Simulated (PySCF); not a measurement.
## Dipole response of Pd²⁺ (palladium, charge +2)

[Kr] 4d8, high-spin 3F determinant. Calculation: PySCF 2.14, in aug-cc-pVDZ-PP with ECP28MDF; a scalar-relativistic core potential. Coupled (time-dependent) response in atomic units; α is the mean over directions. A double-zeta set is small for polarisabilities.

```json
{"method": "UHF", "mean α (bohr³)": "5.718", "C₆ (like pair)": "29.42", "S(−4)": "7.381"}
{"method": "PBE", "mean α (bohr³)": "6.534", "C₆ (like pair)": "34.02", "S(−4)": "11.67"}
{"method": "PBE0", "mean α (bohr³)": "6.258", "C₆ (like pair)": "32.52", "S(−4)": "9.971"}
{"method": "HSE06", "mean α (bohr³)": "6.269", "C₆ (like pair)": "32.57", "S(−4)": "10.03"}
{"method": "TPSSh", "mean α (bohr³)": "6.392", "C₆ (like pair)": "33.40", "S(−4)": "10.64"}
```

S(−4) is the Cauchy moment in α(ω) = α(0) + S(−4) ω² + …

Spin-orbit coupling is absent.

α(iu) at PBE0:

| u (hartree) | α(iu) (bohr³) |
| --- | --- |
| 0 | 6.258 |
| 0.0500 | 6.233 |
| 0.100 | 6.161 |
| 0.200 | 5.902 |
| 0.300 | 5.551 |
| 0.500 | 4.799 |
| 0.750 | 3.992 |
| 1.00 | 3.351 |
| 1.50 | 2.413 |
| 2.00 | 1.785 |
| 3.00 | 1.056 |
| 5.00 | 0.4746 |

A single London oscillator, α(iu) = α/(1 + u²/ω²), gives C₆ = (3/4) ω α². Matching the computed C₆ needs ω = 4 × 32.52 / (3 × 6.258²) = 1.11 hartree.

For an ion, C₆ is the dispersion term alone; charge-induced terms of lower order in 1/R come first.

Energies and moments cover only the electrons outside the core potential.
